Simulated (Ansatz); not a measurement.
Geometry optimisation, Ansatz 0.2.0, RKS PBE-D4/def2-SVP.

Input file:

```yaml
crystal:
  periodic: [false, false, false]
  atoms:
    - { symbol: W, position_ang: [0.0, 0.0, 0.0] }
    - { symbol: F, position_ang: [0.0, 0.0, 1.85] }
    - { symbol: F, position_ang: [1.85, 0.0, 0.0] }
    - { symbol: O, position_ang: [0.0, 1.94, 0.0] }
    - { symbol: H, position_ang: [-0.6343, 2.2771, -0.71] }
    - { symbol: O, position_ang: [-1.94, 0.0, 0.0] }
    - { symbol: H, position_ang: [-2.2771, -0.1263, 0.9437] }
    - { symbol: O, position_ang: [0.0, -1.94, 0.0] }
    - { symbol: H, position_ang: [0.3816, -2.2771, 0.8723] }
    - { symbol: H, position_ang: [0.0, 0.0, -1.72] }
basis:
  gaussian: { orbitals: def2-SVP }
hamiltonian:
  xc: pbe
  dispersion: d4
relax:
  f_tol: 0.02
  max_steps: 40
```

Command:

```bash
$ ansatz run input.yaml --threads 2 --pin off --max-ram 3072MiB --backend cpu --events-out ev --progress --plain --runs-dir out
```

Where does it end, and by what steps?

The run converged. After 29 steps the energy has fallen by 1.375 eV; H5 moved furthest, 0.95 Å.

| step | energy less start (eV) | largest force component (eV/Å) | accepted |
| --- | --- | --- | --- |
| 0 | 0.0000 | 2.711 | yes |
| 2 | -0.5751 | 1.739 | yes |
| 4 | -0.9454 | 0.307 | yes |
| 6 | -1.1016 | 0.483 | yes |
| 8 | -1.2184 | 0.272 | yes |
| 10 | -1.1689 | 1.927 | no |
| 12 | -1.2730 | 0.662 | yes |
| 14 | -1.3040 | 0.211 | yes |
| 16 | -1.3192 | 0.154 | yes |
| 18 | -1.3318 | 0.449 | yes |
| 20 | -1.3627 | 0.288 | yes |
| 22 | -1.3716 | 0.083 | yes |
| 24 | -1.3736 | 0.152 | yes |
| 26 | -1.3745 | 0.021 | yes |
| 28 | -1.3747 | 0.032 | yes |
| 29 | -1.3747 | 0.013 | yes |

```xyz
10
Properties=species:S:1:pos:R:3
W -0.071 0.118 0.173
F -0.156 -0.766 1.921
F 1.716 0.434 0.674
O -0.084 1.851 -0.569
H -0.067 2.212 -1.471
O -1.919 0.321 0.519
H -2.326 -0.229 1.218
O 0.207 -1.731 -0.291
H 0.319 -2.201 0.571
H -0.239 -0.134 -1.509
```

Whether the end is a true minimum wasn't checked by a vibrational analysis.

Run time: 92 s on 2 threads of Arm Neoverse V2, on a shared host, peak memory 0.17 GiB.
